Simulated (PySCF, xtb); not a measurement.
tetrasiletane (H₈Si₄), SMILES [SiH2]1[SiH2][SiH2][SiH2]1.

Harmonic wavenumbers (cm⁻¹) from GFN2-xTB (xtb 6.7.1) at its own minimum, in rising order: 69, 245, 280, 293, 293, 382, 382, 383, 391, 398, 418, 430, 483, 483, 489, 606, 617, 617, 824, 834, 834, 862, 2151, 2164, 2164, 2171, 2179, 2179, 2189, 2191.

Problem. What does PBE0-D3(BJ)/def2-SVP in PySCF 2.14.0 give at its own minimum? (The exact figures need the calculation; the answer reports its results.)

Solution. 89, 180, 284, 284, 386, 404, 422, 422, 440, 448, 529, 553, 603, 652, 652, 702, 702, 722, 890, 890, 898, 920, 2205, 2205, 2209, 2209, 2229, 2229, 2229, 2232. Paired by order, the mean absolute difference is 66 cm⁻¹ and the zero-point energies are 40.0 and 42.6 kcal/mol.
